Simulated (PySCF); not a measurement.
Ge(OH)(SMe)3, SMILES [S](C)[Ge]([S]C)([OH])[S]C, singlet, GFN2-xTB optimised geometry. Atoms within 1.6 Å of the plane z = 0.0 Å (x, y, z in Å): C1 (-2.16, 0.39, -0.52), S2 (-0.45, 0.75, 0.00), Ge3 (0.38, -1.36, 0.00), O4 (-0.20, -1.98, -1.56), S5 (-0.45, -2.74, 1.60), S7 (2.65, -1.36, 0.00), C8 (2.93, -0.17, -1.35), H9 (-2.65, -0.23, 0.21), H10 (-2.65, 1.36, -0.59), H11 (-2.14, -0.09, -1.49), H17 (4.01, -0.13, -1.49), H18 (2.55, 0.80, -1.07).

Calculation: PBE0/def2-SVP run with PySCF 2.14.0. Cells within 0.4 Å of a nucleus heavier than hydrogen are left out (blank, or x).

Map of the log10 of the electron density (e/bohr³), floored at −4 on the plane z = 0.0 Å:

```
|00000000000000000000000000000|
|00000000000000000000000000000|
|00000000000000000000000000000|
|00000000000000000000000000000|
|00000000000000000000000000000|
|00000000000000000000000000000|
|00000001001122211000000000000|
|00001222222333332100000000000|
|00012334333455443210000000000|
|00013455444566654321111100000|
|00023556655677765422222210000|
|0012356666678x765432333321000|
|001245677777xx875433344332100|
|00124567777788765433444433210|
|00124677776677765544555543210|
|00124577765566666555666654320|
|00023566554556777666777764321|
|000123444334569x97677xx765421|
|00001233333457xxx7677xx765421|
|00000111223456898666788765421|
|00000000123456666656677654320|
|00000000123445555555566554310|
|00000000123344544444444443200|
|00000000123344443333333322000|
|00000000012333333221222110000|
|00000000011223322110000000000|
|00000000000122211000000000000|
|00000000000000000000000000000|
|00000000000000000000000000000|
```
Scale: ten equal steps from -4.00 (start of '0') to 0.318 (end of '9'), in the order '0123456789'; x runs from -5.00 to 5.00, y from -5.00 (bottom) to 5.00 (top).
